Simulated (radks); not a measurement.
Initial-state core-level shifts of the antimony ion Sb+ when its valence configuration changes from [Kr] 4d10 5s2 5p2. All-electron calculation, scalar-relativistic Kohn-Sham, r2SCAN, spin-polarised, spherical densities, finite nucleus; open shells are filled with parallel spins first (spin-orbit coupling, left out, can overturn this in heavy ions); meta-GGA in the generalised Kohn-Sham scheme; Fermi nuclear charge, rms radius 4.6802 fm. Program: a radial shooting solver on a logarithmic mesh with Libxc functionals. Shifts are changes of the shell-averaged eigenvalues in eV (positive: less bound); the change of the density at the nucleus, which sets a Mossbauer isomer shift, is in e/bohr^3, on a base of 2.15e+05.

valence,3s,3p,4s,4p,density at nucleus
4d9 5s2 5p3,-8.666,-8.667,-7.366,-7.030,+21.69
4d9 5s1.5 5p3.5,-9.401,-9.402,-8.088,-7.746,-6.67
4d10 5s1 5p3,-1.010,-1.010,-1.030,-1.025,-51.78
4d9.5 5s2 5p2.5,-4.321,-4.322,-3.702,-3.536,+10.73
4d9.5 5s1 5p3.5,-5.590,-5.591,-4.970,-4.796,-43.45
4d10 5p4,-2.996,-2.998,-2.984,-2.967,-102.64
4d9.5 5p4.5,-7.387,-7.388,-6.732,-6.545,-97.65
4d8 5s2 5p4,-17.831,-17.833,-14.965,-14.269,+43.06
4d7 5s2 5p5,-27.056,-27.058,-22.366,-21.295,+66.91
